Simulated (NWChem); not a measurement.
Species: AlSiH₃Cl₂; SMILES [SiH3][Al]([Cl])[Cl]

```xyz
7

Al    -0.0038     0.0669     0.0068
Cl    -1.7904     1.1961    -0.0136
Cl     1.7995     1.1697    -0.0148
Si    -0.0093    -2.3774     0.0170
H      1.0971    -2.8965     0.8662
H      0.1895    -2.8788    -1.3718
H     -1.3035    -2.9018     0.5297
```
Atoms are numbered in this order, from 1.

Level: B3LYP/6-31G* (spherical d) (NWChem), optimised geometry, unscaled harmonic frequencies. B3LYP is NWChem's, with the RPA form of VWN correlation.

| frequency (cm⁻¹) | IR intensity (km/mol) |
|---|---|
| 5 | 0.1 |
| 98 | 2.5 |
| 143 | 12.9 |
| 154 | 21.8 |
| 315 | 3.2 |
| 469 | 1.7 |
| 476 | 23.5 |
| 531 | 130.0 |
| 582 | 139.3 |
| 870 | 250.1 |
| 943 | 44.1 |
| 944 | 40.3 |
| 2232 | 69.9 |
| 2248 | 98.9 |
| 2256 | 105.6 |

* **zero-point energy**: 17.5 kcal/mol
* **thermal correction to the enthalpy at 298.15 K (with zero-point energy)**: 22.6 kcal/mol
* **heat capacity Cv**: 21.7 cal/(mol K)
* **entropy at 298.15 K and 1 atm (symmetry number 1)**: 91.6 cal/(mol K)
* **dipole moment**: 1.96 D

Rigid rotor and harmonic oscillator; modes under 100 cm⁻¹ make the entropy uncertain.
